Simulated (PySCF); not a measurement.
## Identify the compound

The spectra below were simulated for a compound C₂H₉FO₂Si₂.

$^{1}$H NMR (400 MHz, computed): δ 5.05 (s, 2H), 4.98 (m, 2H), 4.01 (q, 2H), 1.37 (t, 3H).

$^{13}$C{$^{1}$H} NMR (computed): δ 59.6 (CH2), 20.3 (CH3).

PySCF 2.14.0 with density-fitted response routines calculation with coordinates at the GFN2-xTB level and shieldings: GIAO PBE0/pcSseg-1; equivalent nuclei averaged, non-relativistic, a single conformation, no solvent model.

Chemical shifts δ = σref − σ; $^{1}$H and $^{13}$C against TMS, all at this level.

Q: What is the structure?

A: 
The formula gives 0 degrees of unsaturation. 2 carbon signals for 2 carbons: no two carbons are equivalent. Carbon types of the structure: 1 × CH2, 1 × CH3, leaving 4 H on heteroatoms. δC 59.6: sp3 CH2 bonded to O; pulled downfield by the heteroatom. δC 20.3: methyl carbon; a saturated carbon with 1 carbon neighbour and no heteroatom attached. δH 5.05: hydrogen on a silicon bonded to 2 O. δH 4.98: hydrogen on a silicon bonded to F, O. δH 4.01: hydrogen on an sp3 CH2 bonded to O; its carbon carries O, which withdraws density. δH 1.37: hydrogen on a methyl carbon.

These data were computed for `CCO[SiH2]O[SiH2]F`.

The shifts were computed for this structure.

Splittings by $^{19}$F in the carbon and heteronuclear signals aren't shown, as no couplings were computed. Shifts are as computed. Against solution values, carbons near 30 ppm lie about +3 ppm off and those near 130 ppm about +5 ppm. Of 1309 compounds with measured shifts, 239 miss one by over three times the rms of a fit or turn the order of signals round; such compounds aren't used in these exercises. Multiplicities follow the n + 1 count of equivalent neighbours, as no J values were calculated; m marks all less simple cases, F and P coupling included.
